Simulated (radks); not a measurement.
Question: All-electron atom: Fe6+ in [Ar] 3d2. Method: scalar-relativistic Kohn-Sham, SOGGA, spin-polarised, spherical densities, finite nucleus; open shells are filled with parallel spins first; Fermi nuclear charge, rms radius 3.7377 fm; computed with a radial shooting solver on a logarithmic mesh with Libxc functionals. Some entries of the table are withheld. Estimate them.

| orbital | occ. | eigenvalue (eV) | <r^2> (bohr^2) | <1/r> (bohr^-1) |
|---|---|---|---|---|
| 1s down | 1 | -7106.333 | 0.004603 | 25.96 |
| 1s up | 1 | -7106.332 | 0.004603 | 25.96 |
| 2s up | 1 | -937.3347 | 0.08424 | 5.553 |
| 2s down | 1 | -935.7666 | 0.08402 | 5.560 |
| 2p up | 3 | -816.1285 | 0.06826 | 5.448 |
| 2p down | 3 | -814.9362 | 0.06804 | 5.455 |
| 3s up | 1 | -202.0383 | (1) | 1.839 |
| 3s down | 1 | -198.9240 | (2) | 1.832 |
| 3p up | 3 | -166.9766 | (3) | 1.728 |
| 3p down | 3 | -163.9037 | (4) | 1.720 |
| 3d up | 2 | -111.5887 | 0.8039 | 1.512 |
| 3d down | 0 | -108.4550 | 0.8203 | 1.502 |

Answer: 
(1) 3s up <r^2> (bohr^2): 0.6821
(2) 3s down <r^2> (bohr^2): 0.6860
(3) 3p up <r^2> (bohr^2): 0.7313
(4) 3p down <r^2> (bohr^2): 0.7374
